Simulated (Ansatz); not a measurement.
CH₅FSnZn (`[CH3][SnH2][Zn][F]`) at its PBE0-D4/def2-TZVP geometry, where that method's forces vanish. Total charge 0; spin multiplicity 1. Sn: def2 effective core potential.

```xyz
9

C     1.5572    0.0248    0.1646
Sn   -0.5323    0.2348    0.6096
Zn   -2.0097   -0.4468   -1.3464
F    -3.0218   -0.9232   -2.7146
H     2.1419    0.3303    1.0323
H     1.8236    0.6529   -0.6849
H     1.7864   -1.0136   -0.0729
H    -0.9016   -0.7240    1.9796
H    -0.8437    1.8648    1.0327
```

**Question.** What forces (eV/Å) does ωB97M-V/def2-TZVPP give on these atoms in the Gaussian-basis code of Ansatz? (Best estimate.)

**Answer.** The calculation gave: 
```
C1  -0.030  0.007  0.016
Sn2 -0.050  0.011  0.027
Zn3  0.078  0.034  0.097
F4  -0.011 -0.004 -0.012
H5  -0.031 -0.030 -0.084
H6  -0.005 -0.054  0.068
H7  -0.002  0.085  0.016
H8   0.027  0.063 -0.095
H9   0.023 -0.111 -0.032
```
